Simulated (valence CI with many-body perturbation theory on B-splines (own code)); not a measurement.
Level structure of Os69+

Level of theory: configuration interaction combined with many-body perturbation theory (CI+MBPT): five valence electrons over a frozen Dirac-Fock core [He], radial functions for each j: 11 s, 11 p, 10 d, 8 f, 5 g, 2 h, with the one-electron correlation potential Σ1 (screened to all orders), the two-electron term Σ2, the three-electron term Σ3, Breit, model QED; selected single and double excitations, second order for the rest, scaled by the run's own slope (own B-spline code, finite nucleus).

No measured spectrum was set against this ion. As an estimate, large intervals hold to a few tenths of a per cent, small ones and those within an open d or f shell to about a per cent. Among the levels kept, up to 7600 cm⁻¹ of a level comes from second order outside the variational space, and about a tenth of that is noise between levels of different J, which matters for small intervals.

Levels 1 to 45 of 202, with energies above the lowest level, (2s^2 2p1/2^2 2p3/2) J=3/2. "Leading %" is the weight of the configuration and term that name the level; weights of strongly mixed levels are sums over their largest components and can fall short. In the jj column 3d3/2^4 stands for four electrons in 3d with j = 3/2. Lifetimes count E1, E2, E3, M1 and M2 decay at the calculated energies, and are blank where another channel may lead or the interval is too uncertain; long ones can be off by a factor of two.

| No. | Configuration | Term | J | E (eV) | Leading % | Lifetime | Leading jj |
| --- | --- | --- | --- | --- | --- | --- | --- |
| 1 | 2s²2p³ | ²P° | 3/2 | 0 | 49 |  | 2s^2 2p1/2^2 2p3/2 (100 %) |
| 2 | 2s²2p³ | ⁴S° | 3/2 | 1572 | 55 | 27.8 ps | 2s^2 2p1/2 2p3/2^2 (100 %) |
| 3 | 2s²2p³ | ²D° | 5/2 | 1596 | 100 | 161 ps | 2s^2 2p1/2 2p3/2^2 (100 %) |
| 4 | 2s²2p³ | ²P° | 1/2 | 1651 | 100 | 50.2 ps | 2s^2 2p1/2 2p3/2^2 (100 %) |
| 5 | 2s2p⁴ | ⁴P | 5/2 | 1934 | 70 | 261 fs | 2s 2p1/2^2 2p3/2^2 (100 %) |
| 6 | 2s2p⁴ | ²S | 1/2 | 2044 | 65 | 72.1 fs | 2s 2p1/2^2 2p3/2^2 (100 %) |
| 7 | 2s2p⁴ | ²P | 3/2 | 2046 | 52 | 38.6 fs | 2s 2p1/2^2 2p3/2^2 (100 %) |
| 8 | 2s²2p³ | ²P° | 3/2 | 3227 | 51 | 8.02 ps | 2s^2 2p3/2^3 (99 %) |
| 9 | 2s2p⁴ | ⁴P | 3/2 | 3535 | 86 | 79.5 fs | 2s 2p1/2 2p3/2^3 (100 %) |
| 10 | 2s2p⁴ | ²D | 5/2 | 3577 | 70 | 79.5 fs | 2s 2p1/2 2p3/2^3 (100 %) |
| 11 | 2s2p⁴ | ²P | 1/2 | 3646 | 65 | 31.8 fs | 2s 2p1/2 2p3/2^3 (100 %) |
| 12 | 2s2p⁴ | ²D | 3/2 | 3654 | 55 | 32.1 fs | 2s 2p1/2 2p3/2^3 (100 %) |
| 13 | 2p⁵ | ²P° | 3/2 | 4053 | 99 | 26.5 fs | 2p1/2^2 2p3/2^3 (99 %) |
| 14 | 2s2p⁴ | ⁴P | 1/2 | 5238 | 40 | 37.6 fs | 2s 2p3/2^4 (100 %) |
| 15 | 2p⁵ | ²P° | 1/2 | 5656 | 100 | 19.7 fs | 2p1/2 2p3/2^4 (100 %) |
| 16 | 2s²2p²3s | ⁴P | 1/2 | 9294 | 46 | 3.89 fs | 2s^2 2p1/2^2 3s (100 %) |
| 17 | 2s²2p²3p | ²P° | 1/2 | 9404 | 47 | 290 fs | 2s^2 2p1/2^2 3p1/2 (100 %) |
| 18 | 2s²2p²3p | ²P° | 3/2 | 9884 | 35 | 257 fs | 2s^2 2p1/2^2 3p3/2 (100 %) |
| 19 | 2s²2p²3d | ²D | 3/2 | 9977 | 43 | 3.45 fs | 2s^2 2p1/2^2 3d3/2 (100 %) |
| 20 | 2s²2p²3d | ²D | 5/2 | 10109 | 36 | 616 as | 2s^2 2p1/2^2 3d5/2 (100 %) |
| 21 | 2s²2p²3s | ⁴P | 3/2 | 10884 | 88 | 6.04 fs | 2s^2 2p1/2 2p3/2 3s (100 %) |
| 22 | 2s²2p²3s | ²P | 1/2 | 10895 | 67 | 2.77 fs | 2s^2 2p1/2 2p3/2 3s (100 %) |
| 23 | 2s²2p²3s | ²D | 5/2 | 10904 | 65 | 5.43 fs | 2s^2 2p1/2 2p3/2 3s (100 %) |
| 24 | 2s²2p²3s | ²D | 3/2 | 10911 | 64 | 2.94 fs | 2s^2 2p1/2 2p3/2 3s (100 %) |
| 25 | 2s²2p²3p | ⁴P° | 1/2 | 10992 | 49 | 457 fs | 2s^2 2p1/2 2p3/2 3p1/2 (100 %) |
| 26 | 2s²2p²3p | ⁴D° | 3/2 | 10998 | 55 | 390 fs | 2s^2 2p1/2 2p3/2 3p1/2 (100 %) |
| 27 | 2s²2p²3p | ²F° | 5/2 | 11012 | 50 | 301 fs | 2s^2 2p1/2 2p3/2 3p1/2 (100 %) |
| 28 | 2s²2p²3p | ²P° | 3/2 | 11056 | 43 | 189 fs | 2s^2 2p1/2 2p3/2 3p1/2 (99 %) |
| 29 | 2s2p³3s | ⁴P° | 5/2 | 11202 | 48 | 7.70 fs | 2s 2p1/2^2 2p3/2 3s (99 %) |
| 30 | 2s2p³3s | ²P° | 3/2 | 11233 | 35 | 3.28 fs | 2s 2p1/2^2 2p3/2 3s (99 %) |
| 31 | 2s2p³3s | ²P° | 1/2 | 11302 | 42 | 3.11 fs | 2s 2p1/2^2 2p3/2 3s (98 %) |
| 32 | 2s2p³3s | ²P° | 3/2 | 11312 | 39 | 6.71 fs | 2s 2p1/2^2 2p3/2 3s (99 %) |
| 33 | 2s2p³3p | ⁴P | 3/2 | 11322 | 30 | 4.35 fs | 2s 2p1/2^2 2p3/2 3p1/2 (99 %) |
| 34 | 2s2p³3p | ²D | 5/2 | 11323 | 26 | 1.71 fs | 2s 2p1/2^2 2p3/2 3p1/2 (99 %) |
| 35 | 2s2p³3p | ²P | 1/2 | 11412 | 36 | 1.60 fs | 2s 2p1/2^2 2p3/2 3p1/2 (99 %) |
| 36 | 2s2p³3p | ²D | 3/2 | 11414 | 35 | 2.37 fs | 2s 2p1/2^2 2p3/2 3p1/2 (99 %) |
| 37 | 2s²2p²3p | ⁴D° | 5/2 | 11463 | 52 | 204 fs | 2s^2 2p1/2 2p3/2 3p3/2 (99 %) |
| 38 | 2s²2p²3p | ²P° | 1/2 | 11468 | 36 | 125 fs | 2s^2 2p1/2 2p3/2 3p3/2 (99 %) |
| 39 | 2s²2p²3p | ²D° | 3/2 | 11473 | 53 | 188 fs | 2s^2 2p1/2 2p3/2 3p3/2 (100 %) |
| 40 | 2s²2p²3p | ²F° | 7/2 | 11479 | 65 | 206 fs | 2s^2 2p1/2 2p3/2 3p3/2 (100 %) |
| 41 | 2s²2p²3p | ⁴S° | 3/2 | 11501 | 32 | 222 fs | 2s^2 2p1/2 2p3/2 3p3/2 (99 %) |
| 42 | 2s²2p²3p | ²D° | 5/2 | 11509 | 66 | 203 fs | 2s^2 2p1/2 2p3/2 3p3/2 (100 %) |
| 43 | 2s²2p²3p | ²P° | 1/2 | 11534 | 87 | 122 fs | 2s^2 2p1/2 2p3/2 3p3/2 (99 %) |
| 44 | 2s²2p²3d | ⁴F | 3/2 | 11570 | 43 | 1.81 fs | 2s^2 2p1/2 2p3/2 3d3/2 (100 %) |
| 45 | 2s²2p²3d | ⁴F | 5/2 | 11571 | 53 | 4.83 fs | 2s^2 2p1/2 2p3/2 3d3/2 (100 %) |

The ionisation energy to 2s²2p² ³P0 of the next ion comes out as 17621 eV (NIST: 17620 ± 50 eV (theoretical)). All 202 levels together are meant to be complete up to 13915 eV.
